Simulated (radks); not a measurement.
Values are calculated unless marked as measured or tabulated.
Spherical quantum dot in the effective-mass picture: electrons in a parabolic well V = omega^2 r^2 / 2 with omega = 1.02, all in effective atomic units (hartree* = m*/eps^2 hartree, bohr* = eps/m* bohr), one dielectric constant everywhere. Level of theory: non-relativistic Kohn-Sham, PBE, spin-polarised, spherical densities (a radial shooting solver with Libxc functionals). Levels are named by radial order and angular momentum (1s, 1p, 1d, 2s, ...), and open shells are averaged over m. Results are scaled to m* = 0.031 and eps = 4.3, for which hartree* = 45.62 meV and bohr* = 7.34 nm.

N = 19, configuration 1s2 1p6 1d10 2s(up 1, down 0). This is the lowest configuration that the search found. Occupied and some empty levels:

level    occupation  eigenvalue (meV)  <r> (nm)
1s up             1            459.92     11.93
1s down           1            461.39     12.25
1p up             3            482.13     15.06
1p down           3            482.57     15.07
1d up             5            506.92     17.16
1d down           5            507.31     17.13
2s up             1            511.62     14.76
2s down           0            514.50     14.86
1f up             0            534.32     18.81
1f down           0            534.83     18.78
2p up             0            543.02     16.61
2p down           0            544.23     16.77
1g up             0            564.09     20.21
1g down           0            564.69     20.20

Energy (meV): total 6092.52, kinetic 766.22, external 2294.8, Hartree 3423.9, exchange-correlation -392.42.
